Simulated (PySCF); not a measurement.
Isomers of C8H7BrO. Theory: PBE0-D3(BJ)/def2-SVP geometry optimisation, gas phase in PySCF 2.14.0. One conformer each; no zero-point energy, no entropy. No frequencies were run at this level. Point groups hold within 0.08 Å.

**Question.** Rank from lowest to highest electronic energy at this level (kcal/mol).
A. `[CH3:1][c:2]1[cH:3][cH:4][cH:5][c:6]([C:7](=[O:8])[Br:9])[cH:10]1` with C5–C6–C7–O8 0°
B. `[CH3:1][C:2](=[O:3])[c:4]1[cH:5][cH:6][cH:7][c:8]([Br:9])[cH:10]1` with C1–C2–C4–C5 180°

**Answer.** A (0.0), B (7.3).

```
            SMILES       E (Eh)  E rel (kcal/mol)  dipole (D)  point group       A, B, C (MHz)
Cc1cccc(C(=O)Br)c1  -2957.14661               0.0        4.16            –  1733, 561.4, 425.1
CC(=O)c1cccc(Br)c1  -2957.13505               7.3        1.33           Cs  1968, 479.8, 386.7
```
